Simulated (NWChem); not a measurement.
Molecule: C2H2Cl2F2; SMILES FC(F)C(Cl)Cl

```xyz
8

F      0.1943     2.0480     0.6742
C      0.7582     0.9590     0.1231
F      0.7660     1.1061    -1.2059
C     -0.0419    -0.2734     0.5344
Cl    -1.6943    -0.1847    -0.0787
Cl     0.8043    -1.7283    -0.0183
H      1.7984     0.8676     0.4847
H     -0.0942    -0.3150     1.6298
```
Atoms are numbered in this order, from 1.

All runs: NWChem. Structure relaxed at the PBE0/def2-SVP level. Solvent water, SMD (1 M gas to 1 M solution), gas-phase geometry.

Question: Order these runs by computing time, cheapest first, and give rough ratios: PBE0/3-21G; PBE0/pcseg-1; PBE0/aug-pcseg-1.

Answer: PBE0/3-21G (1), PBE0/pcseg-1 (3), PBE0/aug-pcseg-1 (10). Ratios are rough, from one shared machine; the cheapest took about 5 core-seconds (a rough figure). What differs between the cheapest and the dearest: solvation free energy (kcal/mol) -3.2 → -2.9; dipole in solution (D) 3.17 → 3.03.
